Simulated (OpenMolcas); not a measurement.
A run on Ru3+ among 6 point charges of -1.36 e arranged as a tetragonal octahedron (D4h), 1.8 Å from the ion, with the axial distance 1.710 Å.

* Program: OpenMolcas
* Method: SS-CASPT2, IPEA 0.25 Eh, imaginary shift 0.1 Eh (closed shells correlated: 4s 4p)
* Basis: ANO-RCC-VDZP [6s5p3d1f]
* Scalar Hamiltonian: DKH2, point nucleus
* Active space: 5 electrons in 5 orbitals (4d)
* State averaging: 2S+1 = 6 even, 1 root; 2S+1 = 4 even, 24 roots; 2S+1 = 2 even, 75 roots
* Spin-orbit coupling: state interaction with AMFI integrals over the reference wave functions

First CASPT2 step and the start of its output:

```
&CASPT2
Multistate=1 1
Frozen=8 6
IPEA=0.25
Imaginary=0.1
MaxIter=60
WThr=0.0 0.3 0.05
PrWF=0.5
NoMix
```

```
--- CASPT2 ---
Orbital specifications:
      -----------------------

      Symmetry species                           1   2
                                                ag  au
      Frozen orbitals                            8   6
      Inactive orbitals                          1   3
      Active orbitals                            5   0
      Secondary orbitals                         7  13
      Deleted orbitals                           0   0
      Number of basis functions                 21  22
Type of calculation                        SS-CASPT2
      Fock operator                              state-specific
      IPEA shift                                 0.25
      Real shift                                 0.00
      Imaginary shift                            0.10
      The input orbitals will be transformed to quasi-canonical
Reference energy:       -4532.9265304296
      E2 (Non-variational):      -0.2498818597
      Shift correction:          -0.0001281900
      E2 (Variational):          -0.2500100497
      Total energy:           -4533.1765404794
      Residual norm:              0.0000001002
      Reference weight:           0.94792
      Contributions to the CASPT2 correlation energy
      Active & Virtual Only:         -0.0552978061
      One Inactive Excited:          -0.1245601878
      Two Inactive Excited:          -0.0700238659
::    CASPT2 Root  1     Total energy:  -4533.17654048
--- CASPT2 ---
Orbital specifications:
      -----------------------

      Symmetry species                           1   2
                                                ag  au
      Frozen orbitals                            8   6
      Inactive orbitals                          1   3
      Active orbitals                            5   0
...
```

Over all roots the printed reference weights run from 0.60 to 0.95, and roots that are degenerate in the reference spread by up to 0.046 cm-1.

Q: Did the run give usable levels, and if not, why?

A: No. The equations converged, but the reference weight falls to 0.60 for at least one root against 0.95 for the best. A drop of that size marks an intruder state, so the energies of such roots and the levels built on them can't be trusted.
